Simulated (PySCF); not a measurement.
# Correlation energy of Be(2+) (beryllium, charge +2)

1s2, closed-shell 1S. Computed with PySCF 2.14 in Sapporo-DZP-2012, with scalar relativity by spin-free X2C-1e. Frozen: nothing; 2 electrons correlated.

Total MP2 correlation energy: -29.18 mhartree.

Same-spin part 0.00 and opposite-spin part -29.18 mhartree; SCS-MP2 scales them by 1/3 and 6/5 to -35.02 mhartree.

With two correlated electrons CCSD is exact within the correlated space (frozen core and kept virtual orbitals).

```csv
level,correlation energy (mhartree)
CCSD,-32.85
```

Diagnostics: T1 = 0.00052, D1 = 0.0007, largest double amplitude 0.023.

Q: Is a single reference adequate?

A: Yes: T1 lies below 0.03 and no double amplitude reaches 0.07.
